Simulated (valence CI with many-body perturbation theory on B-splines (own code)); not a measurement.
The numbers below are computed, except where a source is named.
Energy levels of Tb24+

Method: relativistic CI+MBPT: five valence electrons over a frozen Dirac-Fock core [Kr], a basis of 7 s, 7 p, 8 d, 6 f, 4 g, 1 h functions for each j, with the one-electron correlation potential Σ1 (screened to all orders), the two-electron term Σ2, the three-electron term Σ3, Breit, model QED; selected single and double excitations, second order for the rest, scaled by the run's own slope (own B-spline code, finite nucleus).

No measured levels were compared; by estimate terms of the open shell hold to 2 to 4 % of their energy, and close levels can change places. Among the levels kept, up to 560 cm⁻¹ of a level comes from second order outside the variational space, and about a tenth of that is noise between levels of different J, which matters for small intervals. Only levels of the ground parity were solved; by the run's estimate the other parity begins above the list, which can be wrong where configurations are misplaced.

Levels 1 to 33 of 33, with energies above the lowest level, (4d3/2^4 4d5/2) J=5/2. "Leading %" is the weight of the configuration and term that name the level; weights of strongly mixed levels are sums over their largest components and can fall short, so below about 35 % the name and the second component can differ from the true leading terms, or belong to a minority configuration. In the jj column 3d3/2^4 stands for four electrons in 3d with j = 3/2.

```
No.  Configuration  Term     J  E (eV)  Leading %      g  Second component              Leading jj
  1            4d5    6S   5/2   0.000         41  1.626       30 % 4d5 4P    4d3/2^4 4d5/2 (67 %)
  2            4d5    6S   5/2   5.569         31  1.211       25 % 4d5 2F  4d3/2^3 4d5/2^2 (57 %)
  3            4d5    4G   7/2   9.054         43  1.145       21 % 4d5 4D  4d3/2^3 4d5/2^2 (96 %)
  4            4d5    4D   3/2   9.395         44  1.258       34 % 4d5 4P  4d3/2^3 4d5/2^2 (94 %)
  5            4d5    4G  11/2   9.746         49  1.150       33 % 4d5 2H  4d3/2^3 4d5/2^2 (92 %)
  6            4d5    4G   9/2  10.652         51  1.156       19 % 4d5 4F  4d3/2^3 4d5/2^2 (84 %)
  7            4d5    4D   5/2  10.971         38  1.131       24 % 4d5 4G  4d3/2^3 4d5/2^2 (70 %)
  8            4d5    4P   1/2  11.599         54  1.801       26 % 4d5 4D  4d3/2^3 4d5/2^2 (74 %)
  9            4d5    2F   7/2  13.038         32  1.126       25 % 4d5 4F  4d3/2^3 4d5/2^2 (85 %)
 10            4d5    2D   5/2  14.494         36  1.221       16 % 4d5 4G  4d3/2^2 4d5/2^3 (60 %)
 11            4d5    4D   7/2  15.963         47  1.210       30 % 4d5 4G  4d3/2^2 4d5/2^3 (89 %)
 12            4d5    2D   3/2  16.081         51  0.798       25 % 4d5 4F  4d3/2^3 4d5/2^2 (61 %)
 13            4d5    2I  11/2  16.452         57  1.062       38 % 4d5 4G  4d3/2^2 4d5/2^3 (94 %)
 14            4d5    2G   9/2  17.104         43  1.148       42 % 4d5 4G  4d3/2^2 4d5/2^3 (84 %)
 15            4d5    4D   1/2  17.360         72  0.673       18 % 4d5 4P  4d3/2^2 4d5/2^3 (92 %)
 16            4d5    4P   3/2  18.104         52  1.197       33 % 4d5 4F  4d3/2^2 4d5/2^3 (91 %)
 17            4d5    2I  13/2  18.109         99  1.075                    4d3/2^2 4d5/2^3 (99 %)
 18            4d5    2F   5/2  18.686         40  1.013       22 % 4d5 4D  4d3/2^2 4d5/2^3 (87 %)
 19            4d5    2H   9/2  20.491         52  1.109       47 % 4d5 4F  4d3/2^2 4d5/2^3 (99 %)
 20            4d5    2G   7/2  20.972         61  0.990       33 % 4d5 2F  4d3/2^2 4d5/2^3 (97 %)
 21            4d5    4F   5/2  21.330         56  1.036       21 % 4d5 2D  4d3/2^2 4d5/2^3 (91 %)
 22            4d5    2D   3/2  22.258         84  0.806        9 % 4d5 4F  4d3/2^2 4d5/2^3 (61 %)
 23            4d5    2F   7/2  23.257         47  1.061       36 % 4d5 2G  4d3/2^2 4d5/2^3 (83 %)
 24            4d5    2S   1/2  23.273         51  1.865       25 % 4d5 4P  4d3/2^2 4d5/2^3 (58 %)
 25            4d5    4P   5/2  24.197         35  1.224       28 % 4d5 2F    4d3/2 4d5/2^4 (82 %)
 26            4d5    2G   9/2  25.326         62  1.102       21 % 4d5 2H  4d3/2^2 4d5/2^3 (78 %)
 27            4d5    4F   7/2  26.565         35  1.195       30 % 4d5 2F    4d3/2 4d5/2^4 (95 %)
 28            4d5    2H  11/2  27.418         62  1.068       26 % 4d5 2I    4d3/2 4d5/2^4 (97 %)
 29            4d5    2D   3/2  27.846         53  0.891       22 % 4d5 4D    4d3/2 4d5/2^4 (83 %)
 30            4d5    2D   5/2  29.327         64  1.129       24 % 4d5 2F    4d3/2 4d5/2^4 (61 %)
 31            4d5    2G   9/2  29.882         76  1.111       10 % 4d5 2H    4d3/2 4d5/2^4 (76 %)
 32            4d5    2P   3/2  30.344         78  1.216       17 % 4d5 2D  4d3/2^2 4d5/2^3 (86 %)
 33            4d5    2D   5/2  31.015         62  1.108       24 % 4d5 2F  4d3/2^2 4d5/2^3 (43 %)
```

The ionisation energy to 4d4 3P_0 of the next ion comes out as 816.53 eV (NIST: 816 ± 4 eV (theoretical)). All 33 levels together are meant to be complete up to 31.124 eV.
